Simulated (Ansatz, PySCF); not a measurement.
This singlet lies 2.72 eV below the relaxed triplet at the level composite: frozen-core CCSD(T) with HF/cc-pV5Z and the correlation energy extrapolated as X^-3 from cc-pVQZ and cc-pV5Z, plus CCSDT(Q) minus CCSD(T) in cc-pVDZ // PBE0-D3(BJ)/def2-TZVP (Ansatz, a program for electronic structure).

Cartesian coordinates (Å):
SMILES: F[Si]Cl
```xyz
3

F     -1.3073    -0.4323     0.0000
Si    -0.2338     0.7581     0.0000
Cl     1.5410    -0.3258     0.0000
```
Charge 0, spin multiplicity 1.

Q: Give the total energy, HOMO–LUMO gap, HOMO, dipole moment and LUMO at the level PBE0-D3(BJ)/def2-TZVP (PySCF 2.14.0).

A: 
| Item | Value |
|---|---|
| total energy | -23111.09 eV |
| HOMO–LUMO gap | 5.45 eV |
| HOMO | -7.98 eV |
| dipole moment | 1.04 D |
| LUMO | -2.53 eV |
